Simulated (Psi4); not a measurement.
H$_{3}$Si$_{2}$, doublet, at a GFN2-xTB geometry; MP2/def2-TZVP run with Psi4.

The Psi4 input:
```
memory 2 GB

molecule {
0 2
  Si    1.03583218   -0.57410564    0.02759601
  Si   -0.91279373    0.45080866   -0.02322225
  H     2.01510290    0.57473686    0.02004404
  H    -1.72650590    1.69062149   -0.06058800
  H    -2.01113526   -0.53920072   -0.02068878
}

set basis def2-tzvp
set reference uhf
set freeze_core true

energy('mp2')
print_variables()
```

Predict the main parts of the log of this Psi4 run.


```
    SCF Algorithm Type (re)set to DF.

   => Loading Basis Set <=

    Name: DEF2-TZVP
    Role: ORBITAL
    Keyword: BASIS

         ---------------------------------------------------------
                                   SCF
               by Justin Turney, Rob Parrish, Andy Simmonett
                          and Daniel G. A. Smith
                              UHF Reference
         ---------------------------------------------------------

  ==> Geometry <==

    Molecular point group: c1
    Full point group: C1

    Geometry (in Angstrom), charge = 0, multiplicity = 2:

       Center              X                  Y                   Z               Mass
    ------------   -----------------  -----------------  -----------------  -----------------
         SI           1.006902071563    -0.545114742388     0.026567606783    27.976926534650
         SI          -0.941723838437     0.479799557612    -0.024250653217    27.976926534650
         H            1.986172791563     0.603727757612     0.019015636783     1.007825032230
         H           -1.755436008437     1.719612387612    -0.061616403217     1.007825032230
         H           -2.040065368437    -0.510209822388    -0.021717183217     1.007825032230

  Running in c1 symmetry.

  Rotational constants: A =      3.71476  B =      0.21525  C =      0.20346 [cm^-1]
  Rotational constants: A = 111365.68188  B =   6452.90427  C =   6099.47978 [MHz]
  Nuclear repulsion =   69.536931090583977

  Charge       = 0
  Multiplicity = 2
  Electrons    = 31
  Nalpha       = 16
  Nbeta        = 15

  ==> Algorithm <==

  SCF Algorithm Type is DF.
  DIIS enabled.
  MOM disabled.
  Fractional occupation disabled.
  Guess Type is SAD.
  Energy threshold   = 1.00e-08
  Density threshold  = 1.00e-08
  Integral threshold = 1.00e-12

  ==> Primary Basis <==

  Basis Set: DEF2-TZVP
    Blend: DEF2-TZVP
    Number of shells: 38
    Number of basis functions: 92
    Number of Cartesian functions: 102
    Spherical Harmonics?: true
    Max angular momentum: 3

   => Loading Basis Set <=

    Name: (DEF2-TZVP AUX)
    Role: JKFIT
    Keyword: DF_BASIS_SCF

  ==> Integral Setup <==

  SCF_SUBTYPE=INCORE selected. In-core MEM_DF algorithm will be used.
  Using in-core AOs.

  ==> MemDFJK: Density-Fitted J/K Matrices <==

    J tasked:                   Yes
    K tasked:                   Yes
    wK tasked:                   No
    Algorithm:                 Core
    Schwarz Cutoff:           1E-12
[...]
   @DF-UHF iter  89:  -579.49005770153155   -7.96266e-08   7.79778e-07 DIIS
   @DF-UHF iter  90:  -579.49005774017712   -3.86456e-08   7.73898e-07 DIIS
   @DF-UHF iter  91:  -579.49005823543575   -4.95259e-07   7.18273e-07 DIIS
   @DF-UHF iter  92:  -579.49006037849585   -2.14306e-06   1.01158e-06 DIIS
   @DF-UHF iter  93:  -579.49005795770461    2.42079e-06   7.44083e-07 DIIS
   @DF-UHF iter  94:  -579.49005699395627    9.63748e-07   9.31790e-07 DIIS
   @DF-UHF iter  95:  -579.49005711040695   -1.16451e-07   9.02250e-07 DIIS
   @DF-UHF iter  96:  -579.49005735090486   -2.40498e-07   8.47255e-07 DIIS
   @DF-UHF iter  97:  -579.49005710274946    2.48155e-07   9.03720e-07 DIIS
   @DF-UHF iter  98:  -579.49005739800339   -2.95254e-07   8.38004e-07 DIIS
   @DF-UHF iter  99:  -579.49005775196963   -3.53966e-07   7.73336e-07 DIIS
   @DF-UHF iter 100:  -579.49005745225668    2.99713e-07   8.27151e-07 DIIS

PsiException: Could not converge SCF iterations in 100 iterations.

  Failed to converge.

Traceback (most recent call last):
  File "psi4", line 375, in <module>
  File "<string>", line 27, in <module>
  File "site-packages/psi4/driver/driver.py", line 533, in energy
  File "site-packages/psi4/driver/procrouting/proc.py", line 167, in select_mp2
  File "site-packages/psi4/driver/procrouting/proc.py", line 4366, in run_dfmp2
  File "site-packages/psi4/driver/procrouting/proc.py", line 2047, in scf_helper
  File "site-packages/psi4/driver/procrouting/scf_proc/scf_iterator.py", line 93, in scf_compute_energy
  File "site-packages/psi4/driver/procrouting/scf_proc/scf_iterator.py", line 86, in scf_compute_energy
  File "site-packages/psi4/driver/procrouting/scf_proc/scf_iterator.py", line 609, in scf_iterate

psi4.driver.p4util.exceptions.SCFConvergenceError: Could not converge SCF iterations in 100 iterations.

Printing out the relevant lines from the Psithon --> Python processed input file:
    """)
    core.IO.set_default_namespace("")
    core.set_global_option("BASIS", "def2-tzvp")
    core.set_global_option("REFERENCE", "uhf")
    core.set_global_option("FREEZE_CORE", "true")
--> energy('mp2')
    print_variables()

!-------------------------------------------------------!
!                                                       !
!  Could not converge SCF iterations in 100 iterations. !
!                                                       !
!-------------------------------------------------------!
```

The run did not converge; its last values are not results.
